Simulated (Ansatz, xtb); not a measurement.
System: COW, net charge 0, quintet state. The spin state was set by rule; other spins were not relaxed. SMILES: [C-](#[O+])->[W]
Geometry from a B3LYP-D3(BJ)/def2-TZVP (Ansatz, a program for electronic structure) optimisation:
```
C
O 1 1.1679
W 1 1.9241 2 180.00
```
Charge 0, spin multiplicity 5.

Harmonic wavenumbers from GFN2-xTB (xtb, at its own minimum), cm⁻¹: 313, 313, 522, 2211.

Problem. Give the harmonic wavenumbers at B3LYP-D3(BJ)/def2-TZVP (Ansatz, finite differences of forces, unscaled).

Solution. 363, 385, 501, 1922 cm⁻¹. Zero-point energy 4.5 kcal/mol.

Problem. From these and the geometry, give the ideal-gas thermochemistry at 298.15 K and 1 atm (rigid rotor, harmonic oscillator).

Solution. Point group C∞v, rotational symmetry number 1. Rotational constants 2.929, 2.929 GHz. S(trans) 41.96, S(rot) 17.21, S(vib) 2.79, S(elec, spin only) 3.20, S 65.2 cal/(mol K). H(298) - H(0) 2.64 kcal/mol; G - E(el) -12.3 kcal/mol.
